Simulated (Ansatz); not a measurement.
Compare A (`CC(Cl)[SiH2]Cl`) with its isomer B (`C[SiH](Cl)CCl`).

Computed with Ansatz on PBE0-D4/def2-TZVP structures; ΔE is electronic, products minus reactants. CCSD(T)/CBS adds triple-zeta CCSD(T) − MP2 to the extrapolated MP2 energy (def2 sets, frozen cores). DFT in def2-TZVPP. B3LYP here is the variant with VWN-RPA as its local correlation; programs differ in this. One conformer a species, not always the lowest.

Task: Which isomer does CCSD(T)/CBS put lower? Give the gap. (Estimate.)

Result: The calculation gave: B, by 44.6 kJ/mol.

Task: Give E(B) − E(A) in kJ/mol with B3LYP-D4, ωB97M-V, CCSD/def2-TZVPP, CCSD(T)/def2-TZVPP, MP2/def2-TZVPP, PBE0-D4, HF/def2-TZVPP. (An estimate is asked.)

Result: Computed: B3LYP-D4 -45.5, ωB97M-V -47.1, CCSD/def2-TZVPP -44.5, CCSD(T)/def2-TZVPP -43.7, MP2/def2-TZVPP -44.1, PBE0-D4 -46.2, HF/def2-TZVPP -45.2. None reverses the order clearly.

Largest T1 diagnostic: 0.009.
